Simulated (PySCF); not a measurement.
## Excitation energy of Br by level of theory

Br [Ar] 3d10 4s2 4p5 (2P) → Br [Ar] 3d10 4s2 4p4 4d1 (high-spin determinant), as a difference of total energies. Calculation: PySCF 2.14, in aug-cc-pVTZ-PP with ECP10MDF; a scalar-relativistic core potential. Correlated levels: valence: 3s2 3p6 3d10 frozen. The calculations carry no spin-orbit coupling.

| method | excitation energy (eV) |
| --- | --- |
| UHF | 10.106 |
| LDA | 10.640 |
| PBE | 10.332 |
| PBE0 | 10.458 |
| r2SCAN | 10.603 |
| M06-L | 10.525 |
| M06-2X | 10.553 |
| PW91 | 10.376 |
| MN15 | 10.363 |
| MP2 (valence) | 10.735 |
| SCS-MP2 (valence) | 10.833 |

How much does correlation contribute at MP2 (valence)?

10.735 − (10.106) = 0.629 eV, measured against UHF.

The promoted electron is Rydberg-like, and one or two diffuse shells describe it only roughly, which tends to raise the upper state.

In the upper state the promoted electron has a positive orbital energy at LDA, PBE, PBE0, r2SCAN, M06-L, M06-2X, PW91, MN15, so the basis confines it.

The determinant of the upper state mixes LS terms, which raises its energy above the lowest term, most at the Hartree-Fock and MP2 levels.
